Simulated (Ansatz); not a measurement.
Job for Ansatz (a quantum-chemistry and plane-wave program): R-PBE/def2-TZVPP on aminoborane (SMILES BN), atoms moved off the minimum.

Ansatz 0.2 input:
```yaml
crystal:
  periodic: [false, false, false]
  atoms:
    - {symbol: B, position_ang: [-0.76061831, -0.11878816, 0.04857524]}
    - {symbol: N, position_ang: [0.60952875, -0.04504196, -0.02211877]}
    - {symbol: H, position_ang: [-1.31535767, -1.07975301, -0.07853164]}
    - {symbol: H, position_ang: [-1.35476254, 1.08870102, 0.10632690]}
    - {symbol: H, position_ang: [1.09014601, 0.62419749, -0.00116591]}
    - {symbol: H, position_ang: [1.11798939, -0.96672055, -0.14839383]}
basis:
  gaussian:
    orbitals: def2-TZVPP
hamiltonian:
  xc: {name: PBE}
scf: {lower_state_search: off}
output: {forces: true}
```

The head of its log:

```
WARN ansatz: RAYON_NUM_THREADS=1 ignored (pool sized by the plan → 1); use --threads N
Functional definition: PBE
these checks for a lower state are left out or cut short: stability, starts, cluster_reference, orbital_swaps, neighbouring_geometries, increment
integrals: 0.02 GiB planned
560 factors; their error is unknown
mean field: 0.26 GiB planned
mean field evaluation 1: about -2218.6866 eV, gradient 7.1e1 eV
mean field evaluation 2: about -2192.0698 eV, gradient 1.2e2 eV
```

Task: Predict the final total energy.

Result: -81.8935 hartree.
